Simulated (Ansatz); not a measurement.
Gas-phase electronic energies from Ansatz, PBE0-D4/def2-TZVP geometries. CBS: MP2 limit from def2 TZ/QZ plus the TZ coupled-cluster correction, frozen cores. This one scheme is used for every species. DFT in def2-TZVPP. For Br, Se outer-core shells are correlated without core-valence functions, which leaves a few kJ/mol of doubt a bond. Scalar relativity is left out up to krypton. One conformer a species, not always the lowest.

Reaction (cleavage of the Si–P bond): `P[SiH2][SeH]` + HBr → `[SeH][SiH2]Br` + PH₃

```
             level  ΔE (kJ/mol)
RPA@PBE/def2-TZVPP        -69.5
CCSD(T)/def2-TZVPP        -69.8
```

What does CCSD(T)/CBS give? (An estimate is asked.)

Ansatz gave: -72.3 kJ/mol. The listed levels differ from it by 2.8, 2.5 kJ/mol.

What do rigid-rotor, harmonic-oscillator terms from PBE0-D4/def2-TZVP frequencies (298.15 K, 1 bar) make of the CCSD(T)/CBS value? (Best estimate.)

Computed: ΔZPE = +3.9 kJ/mol, ΔH = -69.7 kJ/mol, ΔS = 2 J/(mol·K), ΔG = -70.3 kJ/mol.

Largest T1 diagnostic among the species: 0.013.

From PBE to PBE0 (25 % exact exchange), in def2-TZVPP and without D4, ΔE moves by −3.1 kJ/mol. The D4 term adds +3.4 kJ/mol with B3LYP and +1.9 kJ/mol with PBE0; it sums over pairs of atoms, weighted by their polarisabilities, and B3LYP, whose exchange is more repulsive, gets the larger term.

B3LYP here is the variant with VWN-RPA as its local correlation; programs differ in this.
